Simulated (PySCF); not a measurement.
Sr⁺: ionisation energy

Sr⁺ [Kr] 5s1 (2S) → Sr²⁺ [Kr] (1S), as a difference of total energies. All numbers are calculated (PySCF 2.14, the spin-free X2C one-electron Hamiltonian (Gaussian nucleus), in x2c-TZVPPall). Correlated levels: valence and next inner shell: [Ar] 3d10 frozen. The calculations carry no spin-orbit coupling.

Task: Order these methods by the ionisation energy they give, lowest first.
A. B3LYP
B. BHandHLYP
C. PBE
D. LDA

Result: B (11.040 eV), C (11.179 eV), A (11.268 eV), D (11.347 eV).

Errors of the correlated levels include the incompleteness of this basis and the frozen core.

For comparison: 11.030 eV (measured; NIST Atomic Spectra Database, ionization energies).
